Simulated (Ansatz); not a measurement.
`Cl[SiH2][SiH](Cl)Cl` + `O[SiH2]S` → `O[SiH2]S[SiH](Cl)Cl` + `[SiH3]Cl`  (cleavage of the Si–Si bond)

Program: Ansatz. Geometries: PBE0-D4/def2-TZVP. ΔE: electronic, gas phase. CCSD(T)/CBS adds triple-zeta CCSD(T) − MP2 to the extrapolated MP2 energy (def2 sets, frozen cores). This one scheme is used for every species. DFT in def2-TZVPP. B3LYP here is the variant with VWN-RPA as its local correlation; programs differ in this. Each species was taken in one conformer, which may not be the lowest.

```csv
level,ΔE (eV)
B3LYP-D4,-0.74
ωB97M-V,-0.83
CCSD/def2-TZVPP,-0.75
HF/def2-QZVPP,-0.73
```

Q: What does CCSD(T)/CBS give? (An estimate is asked.)

A: The calculation gave: -0.79 eV. The listed levels differ from it by 0.05, -0.04, 0.04, 0.06 eV.

Largest T1 diagnostic among the species: 0.011.

In def2-TZVPP, CCSD(T) changes the Hartree–Fock value by −0.05 eV (the triples alone add −0.02 eV) and MP2 by −0.17 eV. The D4 term adds −0.08 eV with B3LYP and −0.04 eV with PBE0; it sums over pairs of atoms, weighted by their polarisabilities, and B3LYP, whose exchange is more repulsive, gets the larger term. From PBE to PBE0 (25 % exact exchange), in def2-TZVPP and without D4, ΔE moves by −0.05 eV.
